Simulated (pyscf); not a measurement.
Structures and frequencies: ωB97X-D3(BJ)/def2-SVP in PySCF.

### Question
What is the homolytic dissociation enthalpy (298 K, ωB97M-D3(BJ)/def2-TZVP) of the I–Si bond of I–Si(I)(I)–I, to I• + I–Si•(I)–I?

### Answer
I–Si to I• + I–Si•(I)–I: 2.95 eV. The 7 functionals that were run give +2.72 (M06-2X) to +3.27 eV (ωB97X-D3(BJ)). Left out: the spin-orbit lowering of I, which is large for Br, Se, Te and I. Elements past Kr carry the def2 core potentials, without spin-orbit coupling.
